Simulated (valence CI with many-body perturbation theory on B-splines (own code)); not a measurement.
## Bi⁺: electric-dipole lines

Calculated by valence CI with perturbative core correlation (CI+MBPT): four valence electrons over a frozen Dirac-Fock core [Xe] 4f14 5d10, radial functions for each j: 11 s, 11 p, 10 d, 8 f, 5 g, 2 h, with the one-electron correlation potential Σ1 (screened to all orders), the two-electron term Σ2, the three-electron term Σ3, Breit, model QED; selected single and double excitations, second order for the rest, scaled by the run's own slope (own B-spline code, finite nucleus).

Set against measurement, 25 paired levels are off by 185 cm⁻¹ on average, the worst by 535. These come from a selection out of the NIST Handbook of Basic Atomic Spectroscopic Data. Levels without a partner in it may be off by more. Among the levels kept, up to 480 cm⁻¹ of a level comes from second order outside the variational space, and about a tenth of that is noise between levels of different J, which matters for small intervals.

Lines 101 to 150 of 500 in falling wavelength, among levels below 15.462 eV, chosen from the strongest by gf and those to the six lowest levels. Wavelengths and rates use the calculated energies, so an error of 200 cm⁻¹ moves a line at 1584 nm by 3.2 % and its rate by three times that or more. Electric multipoles are in the length gauge, E1 and E2 with the static RPA response of the core. Weak lines are less certain than strong ones. Lines between different terms over intervals too small for the method are left out, as are lines whose strength nearly cancels. Where a level lies close to another of its J and parity, the split of strength between their lines is uncertain. The highest levels of a list are the least certain.

Levels are named by their leading jj configuration (3d3/2^4 stands for four electrons in 3d with j = 3/2), which in mixed levels can hold well under half, so a name can repeat and another be missing. Letters in brackets count levels of one name in rising energy.

```tsv
λ vac (nm)	λ from measured levels	Upper	Lower	A (s⁻¹)	S (a.u.) with core polarisation	S without
1696		(6s^2 6p1/2 6g9/2) J=5	(6s^2 6p1/2 6f7/2) J=4	1.38e+07	3.64e+02	3.64e+02
1693		(6s^2 6p1/2 8p1/2) J=1	(6s^2 6p1/2 8s) J=1	5.63e+06	4.04e+01	4.05e+01
1692		(6s^2 6p1/2 6g9/2) J=4	(6s^2 6p1/2 6f7/2) J=4	5.20e+05	1.12e+01	1.12e+01
1692		(6s^2 6p1/2 6g7/2) J=4	(6s^2 6p1/2 6f7/2) J=4	3.46e+05	7.45e+00	7.46e+00
1680		(6s^2 6p1/2 6g9/2) J=4	(6s^2 6p1/2 6f7/2) J=3	1.22e+07	2.57e+02	2.58e+02
1679		(6s^2 6p1/2 6g7/2) J=4	(6s^2 6p1/2 6f7/2) J=3	1.06e+06	2.23e+01	2.23e+01
1678		(5f7/2 6s^2 6p1/2) J=3	(6s^2 6p3/2 6d5/2) J=2 [a]	1.26e+06	2.05e+01	2.04e+01
1678		(6s^2 6p1/2 6g7/2) J=3	(6s^2 6p1/2 6f7/2) J=3	3.42e+05	5.58e+00	5.59e+00
1670		(6s^2 6p1/2 9d5/2) J=3	(6s^2 6p1/2 6f5/2) J=2	5.66e+05	9.11e+00	9.13e+00
1660		(6s^2 6p1/2 8d3/2) J=2	(6s^2 6p3/2 7p3/2) J=1	2.99e+05	3.38e+00	3.39e+00
1654		(6s^2 6p1/2 9s) J=1	(6s^2 6p1/2 8p3/2) J=1	7.84e+05	5.26e+00	5.24e+00
1640		(6s^2 6p1/2 6g9/2) J=4	(6s^2 6p1/2 6f5/2) J=3	8.06e+05	1.58e+01	1.58e+01
1639		(6s^2 6p1/2 6g7/2) J=4	(6s^2 6p1/2 6f5/2) J=3	1.21e+07	2.36e+02	2.36e+02
1638		(6s^2 6p1/2 6g7/2) J=3	(6s^2 6p1/2 6f5/2) J=3	6.72e+05	1.02e+01	1.02e+01
1618		(6s^2 6p3/2 7p1/2) J=1	(6s^2 6p3/2 6d5/2) J=2 [a]	1.65e+06	1.03e+01	1.03e+01
1594		(6s^2 6p3/2 7p3/2) J=1	(6s^2 6p3/2 6d5/2) J=2 [b]	2.40e+06	1.44e+01	1.44e+01
1588		(6s^2 6p1/2 7f5/2) J=3	(6s^2 6p1/2 8d3/2) J=2	6.86e+06	9.49e+01	9.52e+01
1585		(6s^2 6p1/2 6f7/2) J=4	(6s^2 6p3/2 6d5/2) J=3	1.99e+06	3.52e+01	3.52e+01
1584	1531	(6s^2 6p1/2 7p3/2) J=2	(6s^2 6p1/2 6d5/2) J=3	5.43e+06	5.32e+01	5.33e+01
1577		(6s^2 6p1/2 8p1/2) J=1	(6s^2 6p3/2 6d3/2) J=0	1.41e+06	8.20e+00	8.22e+00
1565	1538	(6s^2 6p1/2 7p1/2) J=0	(6s^2 6p1/2 6d3/2) J=1	5.93e+06	1.12e+01	1.13e+01
1562	1534	(6s^2 6p1/2 7p3/2) J=1	(6s^2 6p1/2 6d5/2) J=2	4.37e+06	2.47e+01	2.47e+01
1561		(6s^2 6p1/2 8p1/2) J=0	(6s^2 6p3/2 6d3/2) J=1	7.56e+06	1.42e+01	1.43e+01
1554		(6s^2 6p1/2 7f5/2) J=2	(6s^2 6p1/2 8d3/2) J=2	1.14e+06	1.05e+01	1.06e+01
1536	1571	(6s 6p1/2 6p3/2^2) J=2	(6s^2 6p1/2 7p3/2) J=1	7.42e+05	6.63e+00	6.66e+00
1526		(6s^2 6p1/2 8d3/2) J=2	(6s^2 6p1/2 8p3/2) J=2	3.54e+06	3.10e+01	3.11e+01
1509		(6s^2 6p1/2 8d5/2) J=3	(6s^2 6p3/2 7p3/2) J=2	9.69e+05	1.15e+01	1.15e+01
1479		(6s^2 6p1/2 9s) J=1	(6s^2 6p1/2 8p1/2) J=0	3.52e+06	1.68e+01	1.68e+01
1474		(6s^2 6p1/2 8p1/2) J=0	(6s^2 6p1/2 8s) J=1	9.25e+06	1.46e+01	1.47e+01
1463		(6s^2 6p1/2 11s) J=1	(6s^2 6p1/2 9p3/2) J=2	2.23e+06	1.04e+01	1.03e+01
1457		(6s^2 6p1/2 11s) J=0	(6s^2 6p1/2 9p3/2) J=1	2.75e+06	4.20e+00	4.20e+00
1418		(6s 6p1/2 6p3/2^2) J=1 [a]	(6s^2 6p1/2 8p1/2) J=1	5.55e+06	2.34e+01	2.34e+01
1417		(6s^2 6p1/2 8p3/2) J=1	(6s^2 6p1/2 8s) J=0	7.13e+06	3.01e+01	3.02e+01
1404		(6s^2 6p1/2 8p3/2) J=1	(6s^2 6p3/2 6d3/2) J=1	9.00e+05	3.69e+00	3.70e+00
1386		(6s^2 6p3/2 7p1/2) J=2	(6s^2 6p3/2 6d5/2) J=2 [a]	4.74e+05	3.12e+00	3.12e+00
1353		(6s^2 6p3/2 7p3/2) J=2	(6s^2 6p3/2 6d5/2) J=2 [b]	8.69e+05	5.31e+00	5.30e+00
1353		(6s^2 6p1/2 8p3/2) J=2	(6s^2 6p3/2 6d3/2) J=1	7.45e+06	4.55e+01	4.57e+01
1345	1358	(6s 6p1/2^2 6p3/2) J=1	(6s^2 6p1/2 7p1/2) J=0	2.18e+06	7.84e+00	7.87e+00
1344		(6s^2 6p1/2 9s) J=0	(6s^2 6p1/2 8p1/2) J=1	1.16e+07	1.39e+01	1.39e+01
1333		(6s^2 6p1/2 8p3/2) J=1	(6s^2 6p1/2 8s) J=1	5.04e+06	1.77e+01	1.78e+01
1331	1375	(6s 6p1/2 6p3/2^2) J=3	(6s^2 6p1/2 7p3/2) J=2	3.74e+05	3.05e+00	3.07e+00
1329		(6s^2 6p1/2 6f5/2) J=3	(6s^2 6p1/2 7d5/2) J=3	1.61e+06	1.30e+01	1.30e+01
1327		(6s^2 6p1/2 8d5/2) J=2 [a]	(6s^2 6p3/2 7p3/2) J=1	1.85e+06	1.07e+01	1.07e+01
1309		(6s^2 6p1/2 9s) J=1	(6s^2 6p1/2 8p1/2) J=1	3.39e+06	1.13e+01	1.12e+01
1304		(6s^2 6p1/2 9s) J=1	(6s^2 6p3/2 7p1/2) J=2	1.45e+06	4.77e+00	4.79e+00
1304		(6s^2 6p1/2 6f7/2) J=3	(6s^2 6p1/2 7d5/2) J=3	8.18e+05	6.26e+00	6.27e+00
1296		(6s^2 6p1/2 6f7/2) J=4	(6s^2 6p1/2 7d5/2) J=3	2.20e+07	2.13e+02	2.14e+02
1296		(6s^2 6p1/2 6f5/2) J=2	(6s^2 6p3/2 6d5/2) J=1	1.07e+07	5.72e+01	5.74e+01
1294		(6s^2 6p1/2 11s) J=1	(6s^2 6p1/2 9p1/2) J=1	1.45e+06	4.66e+00	4.65e+00
1287		(6s^2 6p1/2 8p3/2) J=2	(6s^2 6p1/2 8s) J=1	1.34e+07	7.05e+01	7.08e+01
```
